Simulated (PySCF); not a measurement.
**Computed structure and properties of Nd(NH2)3**

System: Nd(NH2)3 (singlet in the valence; each metal's 4f electrons, 3 of them, lie in its core potential, out of spins and levels); start: displaced along the imaginary mode (C1). Method: PySCF 2.14.0, RKS B3LYP, Nd lcecp-1-SVP with ECP49, N def2-SVP, H def2-SVP; non-relativistic Hamiltonian with scalar-relativistic core potentials where named; density fitting; no spin-orbit coupling.

Input of the relaxation:

```python
mol = gto.M(atom='''
Nd    -0.00000     0.00000    -0.00000
N      2.28180    -0.00004     0.00971
H      2.92645     0.20071     0.80496
H      2.89944    -0.20081    -0.80761
N     -1.14086     1.97611     0.00492
H     -1.24342     2.65359     0.80562
H     -1.66943     2.39183    -0.80696
N     -1.14093    -1.97607    -0.01464
H     -1.40379    -2.52961     0.80828
H     -1.50925    -2.51570    -0.80429''',
    basis={'Nd': 'lcecp-1-SVP', 'N': 'def2-SVP', 'H': 'def2-SVP'},
    ecp={'Nd': 'lcecp-1-SVP'},
    charge=0, spin=0)
mf = dft.RKS(mol, xc='B3LYP')
mf.grids.atom_grid = (50, 194)  # f atoms: unpruned, at least (60, 302)
mf = mf.density_fit()  # fitting sets: Nd AutoAux, N def2-universal-JKFIT, H def2-universal-JKFIT
mf.conv_tol = 1e-08; mf.max_cycle = 55
mf.kernel(dm0)  # dm0: converged density of the start geometry
# quasi-Newton relaxation in Cartesian coordinates to a largest gradient under 0.00045 Eh/bohr, steps kept in the point group
```

Run from Python with OMP_NUM_THREADS=2; the lines above give its settings. Where DIIS fails, smearing, a level shift and second-order steps follow.
It took 5.7 min on 2 threads of Arm Neoverse V1, on a shared host, from the converged density of the start.

Course of the relaxation:

```
step  energy above end (eV)  largest force component within the symmetry (eV/Å)
   0                 0.9616                                               1.106
   1                 0.8256                                               0.232
   2                 0.6696                                               0.755
   3                 0.6151                                               1.383
   4                 0.4759                                               1.129
   5                 0.4361                                               0.837
   6                 0.3817                                               0.574
   7                 0.3348                                               0.376
  43                 0.0006                                               0.038
  44                 0.0003                                               0.026
  45                 0.0002                                               0.027
  46                 0.0001                                               0.026
  47                 0.0001                                               0.025
  48                 0.0000                                               0.022
```
(The steps between are left out.)

Relaxed geometry (nearly C3v):

```xyz
10

Nd   -0.0182   -0.0214    0.2812
N     2.2300   -0.0002    0.2589
H     2.8373    0.8234    0.2324
H     2.8625   -0.8019    0.1880
N    -1.1182    1.9220    0.0236
H    -0.7252    2.8676    0.0160
H    -2.1157    2.0443   -0.1737
N    -1.1096   -1.9336   -0.1748
H    -0.7332   -2.8805   -0.2741
H    -2.1095   -2.0196   -0.3775
```

```json
{"contact": "Nd1–N2 (NH2)", "Å": "2.248"}
{"contact": "Nd1–N5 (NH2)", "Å": "2.248"}
{"contact": "Nd1–N8 (NH2)", "Å": "2.248"}
```

On the finer grid (75, 302):

The HOMO is -5.64 eV. The LUMO is -1.39 eV. The dipole about the centre of mass is 0.90 D, the set of Mulliken populations of Nd1 outside the core potential is s 2.20, p 6.30, d 1.59, f 0.07 and the D3(BJ) dispersion energy (not in the energies) is -0.305 eV.

```csv
atom,Mulliken (e),Löwdin (e),spin (e)
Nd1,0.84,0.52,0.00
N2,-0.48,-0.30,0.00
H3,0.10,0.06,0.00
H4,0.10,0.06,0.00
N5,-0.48,-0.30,0.00
H6,0.10,0.06,0.00
H7,0.10,0.06,0.00
N8,-0.48,-0.30,0.00
H9,0.10,0.06,0.00
H10,0.10,0.06,0.00
```

The 4f levels lie in the core potential and are missing. Their spin isn't counted.

On the grid (50, 194), as all that follows. Harmonic modes: a minimum within the noise of the softest modes; lowest 32 cm⁻¹ (negative: unstable), highest 3549 cm⁻¹, zero-point energy 1.914 eV.

Taking off one NH2 (charge -1, singlet; the rest: singlet) in vacuum, both parts rigid, costs 10.25 eV; the small basis without counterpoise inflates it. Most of it is the attraction of opposite charges; other ways to part are cheaper, and one spin state was tried for the rest.

Rigid scan of NH2 along the line from its metal:

```json
{"distance to N2 (Å)": "1.95", "energy (eV)": "0.902"}
{"distance to N2 (Å)": "2.05", "energy (eV)": "0.351"}
{"distance to N2 (Å)": "2.15", "energy (eV)": "0.077"}
{"distance to N2 (Å)": "2.25", "energy (eV)": "0.000"}
{"distance to N2 (Å)": "2.35", "energy (eV)": "0.060"}
{"distance to N2 (Å)": "2.45", "energy (eV)": "0.213"}
{"distance to N2 (Å)": "2.65", "energy (eV)": "0.683"}
{"distance to N2 (Å)": "2.95", "energy (eV)": "1.534"}
{"distance to N2 (Å)": "3.35", "energy (eV)": "2.618"}
{"distance to N2 (Å)": "3.85", "energy (eV)": "3.671"}
```

One start shape was tried, so this needn't be the lowest isomer.

An lcecp potential fixes the number of 4f electrons, so in runs with it no electron can move into or out of that shell.
